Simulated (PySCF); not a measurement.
H3Al, charge +1, doublet, at a GFN2-xTB geometry (such geometries of metal compounds can be far from the true shape) (a state made from the parent by changing its charge; the spin is typed, not shown lowest); PySCF with HF/cc-pVTZ.

Input for PySCF:
```python
from pyscf import gto, scf

mol = gto.M(
    atom='''
Al    0.000000   -0.000000    0.000000
H     0.663558   -0.469880    1.381893
H    -0.284627    1.555547   -0.264546
H    -0.378930   -1.085667   -1.117347
''',
    basis='cc-pvtz',
    charge=1,
    spin=1,
    verbose=5,
)

mf = scf.UHF(mol)
mf.kernel()
mf.analyze()
```

What the program printed (banner, timings and long lists left out):

```
PySCF version 2.14.0

[INPUT] verbose = 5
[INPUT] max_memory = 4000
[INPUT] num. atoms = 4
[INPUT] num. electrons = 15
[INPUT] charge = 1
[INPUT] spin (= nelec alpha-beta = 2S) = 1
[INPUT] symmetry False subgroup None
[INPUT] Mole.unit = angstrom
[INPUT] Symbol           X                Y                Z      unit          X                Y                Z       unit  Magmom
[...]
[INPUT] ---------------- BASIS SET ----------------
[INPUT] l, kappa, [nprim/nctr], expnt,             c_1 c_2 ...
[INPUT] Al
[...]
                                30780             0.000527149 -0.000137195 3.16566e-05
                                7006              0.00276203 -0.00071891 0.000166116
                                1985              0.0114728 -0.00301146 0.000694992
                                649.1             0.0398188 -0.0106014 0.00245511
                                235               0.11504 -0.0321345 0.00744598
                                91.62             0.260887 -0.0803156 0.0188253
                                37.67             0.396386 -0.156794 0.0372772
                                15.91             0.284597 -0.168376 0.0419496
                                5.85              0.0444583 0.126879 -0.0354375
                                2.542             -0.00489838 0.561494 -0.175132
                                1.057             0.00261253 0.436613 -0.276203
                                0.1455            0.000722068 -0.0114563 0.652809
[...]
                                105.1             0.0130687 -0.00242308
                                33.47             0.0612341 -0.0108658
                                12.33             0.18787 -0.0364307
                                4.869             0.360452 -0.0641074
                                1.961             0.408454 -0.0972239
                                0.1888            0.00976514 0.503448
[...]
[INPUT] H
[...]
                                5.095             0.045308
                                1.159             0.202822
[...]
nuclear repulsion = 13.4434162172761
number of shells = 27
number of NR pGTOs = 107
number of NR cGTOs = 76
basis = cc-pvtz
ecp = {}

******** <class 'pyscf.scf.uhf.UHF'> ********
method = UHF
initial guess = minao
damping factor = 0
level_shift factor = 0
DIIS = <class 'pyscf.scf.diis.CDIIS'>
diis_start_cycle = 1
diis_space = 8
diis_damp = 0
SCF conv_tol = 1e-09
SCF conv_tol_grad = None
SCF max_cycles = 50
[...]
converged SCF energy = -243.252962848024  <S^2> = 0.78067963  2S+1 = 2.0304479
Total Energy =                        -243.252962848023856
[...]
spin_pop of  0 Al 4f-2      0.00006
spin_pop of  0 Al 4f-1      0.00023
spin_pop of  0 Al 4f+0      0.00006
spin_pop of  0 Al 4f+1      0.00005
spin_pop of  0 Al 4f+2      0.00008
spin_pop of  0 Al 4f+3      0.00003
spin_pop of  1 H 1s        0.65870
spin_pop of  1 H 2s        0.00549
spin_pop of  1 H 3s        0.00047
spin_pop of  1 H 2px       0.00173
spin_pop of  1 H 2py       0.00090
spin_pop of  1 H 2pz       0.00751
spin_pop of  1 H 3px       0.00000
spin_pop of  1 H 3py       0.00002
spin_pop of  1 H 3pz       0.00002
spin_pop of  1 H 3dxy      0.00002
spin_pop of  1 H 3dyz      0.00008
spin_pop of  1 H 3dz^2     0.00014
spin_pop of  1 H 3dxz      0.00012
spin_pop of  1 H 3dx2-y2    0.00001
spin_pop of  2 H 1s        0.13055
spin_pop of  2 H 2s        0.00061
spin_pop of  2 H 3s        0.00031
spin_pop of  2 H 2px       0.00000
spin_pop of  2 H 2py       0.00193
spin_pop of  2 H 2pz      -0.00003
spin_pop of  2 H 3px       0.00001
spin_pop of  2 H 3py       0.00000
spin_pop of  2 H 3pz       0.00003
spin_pop of  2 H 3dxy      0.00000
spin_pop of  2 H 3dyz     -0.00000
spin_pop of  2 H 3dz^2     0.00002
spin_pop of  2 H 3dxz     -0.00000
spin_pop of  2 H 3dx2-y2    0.00005
spin_pop of  3 H 1s        0.13090
spin_pop of  3 H 2s        0.00061
spin_pop of  3 H 3s        0.00031
spin_pop of  3 H 2px       0.00003
spin_pop of  3 H 2py       0.00136
spin_pop of  3 H 2pz       0.00050
spin_pop of  3 H 3px       0.00001
spin_pop of  3 H 3py       0.00001
spin_pop of  3 H 3pz       0.00002
spin_pop of  3 H 3dxy      0.00001
spin_pop of  3 H 3dyz      0.00005
spin_pop of  3 H 3dz^2    -0.00000
spin_pop of  3 H 3dxz     -0.00000
spin_pop of  3 H 3dx2-y2    0.00002
 ** Mulliken Spin Density (per atom)  **
spin density of  0 Al =      0.05751
spin density of  1 H =      0.67518
spin density of  2 H =      0.13347
spin density of  3 H =      0.13384
 ** Mulliken pop alpha/beta on meta-lowdin orthogonal AOs **
 ** Mulliken pop       alpha | beta **
In total             8.00000 | 7.00000
 ** Mulliken atomic charges   ( Nelec_alpha | Nelec_beta ) **
charge of  0Al =      0.87637  (     6.09057      6.03306 )
charge of  1H =      0.19723  (     0.73898      0.06380 )
charge of  2H =     -0.03686  (     0.58516      0.45169 )
charge of  3H =     -0.03674  (     0.58529      0.45145 )

WARN: System has nonzero charge 1; the dipole moment is origin-dependent.
Location of origin: [0. 0. 0.]

Dipole moment(X, Y, Z, Debye):  1.12102, -0.79467,  2.33437
```
